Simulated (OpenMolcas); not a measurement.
**Ti3+: moving or changing the point charges**

Ti3+ among 8 point charges of -1.5 e arranged as a cube (Oh), 1.67 Å from the ion.

```
Program             : OpenMolcas
Method              : SS-CASPT2, IPEA 0.25 Eh, imaginary shift 0.1 Eh (closed shells correlated: 3s 3p)
Basis               : ANO-RCC-VDZP [5s4p2d1f]
Scalar Hamiltonian  : DKH2, point nucleus
Active space        : 1 electron in 5 orbitals (3d)
State averaging     : 2S+1 = 2 even, 5 roots
Spin-orbit coupling : state interaction with AMFI integrals over the reference wave functions
```

Runs around this geometry, states (labels of O, the rotations of Oh). Energies in cm-1 above the lowest state or level, χT in cm3 K/mol; 10Dq is the gap between the two states; 10Dq is negative for this site.

```json
{"R (Å)": "1.67", "q (e)": "-0.75", "Ground state": "2E", "First state of that spin": "2T2 6200", "10Dq": "-6198", "First gap with spin-orbit (degeneracies)": "6130 (4, 4)", "χT at 300 K": "0.391"}
{"R (Å)": "1.67", "q (e)": "-1.5", "Ground state": "2E", "First state of that spin": "2T2 15150", "10Dq": "-15155", "First gap with spin-orbit (degeneracies)": "15080 (4, 4)", "χT at 300 K": "0.383"}
{"R (Å)": "1.76", "q (e)": "-1.5", "Ground state": "2E", "First state of that spin": "2T2 11160", "10Dq": "-11159", "First gap with spin-orbit (degeneracies)": "11090 (4, 4)", "χT at 300 K": "0.385"}
```

Taking |10Dq| as R^-n, n = -ln(11159 / 15155) / ln(1.76 / 1.67) = 5.8 between the shortest and longest distance. The point-charge formula for a cubic d site gives n = 5.

Scaling the charges by -0.75 / -1.5 = 0.50 scales |10Dq| by 6198 / 15155 = 0.41; with fixed orbitals a first-order splitting would follow the charge.

Roots that are degenerate in the reference are averaged as groups; the widest CASPT2 spread within a group is 12 cm-1 (the 2-fold group of multiplicity 2 near 0 cm-1 above the lowest state of its run, R = 1.76, q = -1.5). Shifts and gaps below about the spread of the groups concerned are not significant. An orbital doublet at a regular site is open to a Jahn-Teller distortion, which this geometry leaves out. Free-ion shares, where given, are those of the reference states; single-state CASPT2 does not remix them. Point charges carry no covalency, so the field is a model and not that of real ligands. No measured value stands beside these numbers.
